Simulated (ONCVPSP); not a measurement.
Transferability test, ONCV potential for platinum (Pt)

```json
{
  "Element": "Pt",
  "Generator": "ONCVPSP 4.0.1",
  "Type": "optimised norm-conserving Vanderbilt (ONCV)",
  "Functional": "PBEsol",
  "Relativity": "fully relativistic",
  "Frozen core": "[Xe] 4f14",
  "Valence charge": "10",
  "Reference configuration": "5d9 (charge +1)",
  "Partial waves": "s scattering state at 0.36 Ha: rc 2.45 bohr, ncon 4, nbas 8, qcut 2.7 1/bohr, 2 projectors, debl 1 Ha; p scattering state at 0.11 Ha: rc 2.25 bohr, ncon 4, nbas 7, qcut 3.9 1/bohr, 2 projectors, debl 0.6 Ha; 5d: rc 2.25 bohr, ncon 3, nbas 8, qcut 6.5 1/bohr, 2 projectors, debl 0.6 Ha",
  "Local potential": "polynomial inside 1.60 bohr (lpopt 3, dvloc0 0 Ha)",
  "Core correction": "Teter function fitted to the true core (icmod 2), fcfact 0.4"
}
```

Open shells are filled in proportion to 2j + 1.

In the s channel the program set the typed energies aside and used 0.050, 1.050 Ha. In the p channel the program set the typed energies aside and used 0.050, 0.650 Ha (j = l + 1/2; the other j can differ).

Energies are relative to the spin-unpolarised reference configuration 5d9; without spin polarisation the order of configurations can differ from experiment.

Task: Give the all-electron excitation energy and the error of the potential for: 5d9 6s1; 5d8; 5d7; 5d8 6s1.

Result:

| valence configuration | charge | ΔE all-electron (eV) | error AE − PS (meV) |
| --- | --- | --- | --- |
| 5d9 6s1 | 0 | -9.242 | +18 |
| 5d8 | +2 | 20.013 | -20 |
| 5d7 | +3 | 52.260 | -123 |
| 5d8 6s1 | +1 | 1.985 | -7.8 |

Levels in the configuration 5d8 6s1:

```json
{"level": "5d j=5/2", "all-electron (eV)": "-15.970", "pseudo (eV)": "-16.017"}
{"level": "5d j=3/2", "all-electron (eV)": "-17.429", "pseudo (eV)": "-17.476"}
{"level": "6s j=1/2", "all-electron (eV)": "-14.019", "pseudo (eV)": "-14.033"}
```

Note: ghosts flagged at negative energy: p3/2 at -59.1 eV, p1/2 at -63.9 eV; GHOST(+) flagged for s at 6.8 eV. A true bound ghost makes a file unfit for plane-wave use.
